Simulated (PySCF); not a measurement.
Nitrogen: a sound run and one with changed settings

Sound run: N⁺ [He] 2s2 2p2, N²⁺ [He] 2s2 2p1. Computed with PySCF 2.14 in x2c-SVPall, with scalar relativity by spin-free X2C-1e. In the sound run the correlated levels freeze 1s2. The sound run starts from symmetry-adapted Hartree-Fock orbitals and uses a fine grid where one is needed.

A second run was set up differently.

```json
{"species": "N⁺", "method": "MP2", "sound run (hartree)": "-53.90413", "changed run (hartree)": "-53.85526", "converged": "yes"}
{"species": "N⁺", "method": "CCSD(T)", "sound run (hartree)": "-53.92629", "changed run (hartree)": "-53.85671", "converged": "yes"}
```

Ionisation energy of N⁺:

| method | sound run (eV) | changed run (eV) |
| --- | --- | --- |
| UHF | 29.351 | 29.351 |
| MP2 | 29.556 | 29.498 |
| SCS-MP2 | 29.446 | 29.400 |
| CCSD | 29.349 | 29.537 |
| CCSD(T) | 29.354 | 29.537 |
| CCSDT | n/a | 29.537 |
| FCI | n/a | 29.537 |

(1) What was changed?
A. too few SCF iterations
B. a valence shell is frozen
C. all electrons correlated in a valence basis
D. basis contracted for another Hamiltonian

## Answers

(1) B. Freezing a valence shell removes pair correlation that changes on ionisation.
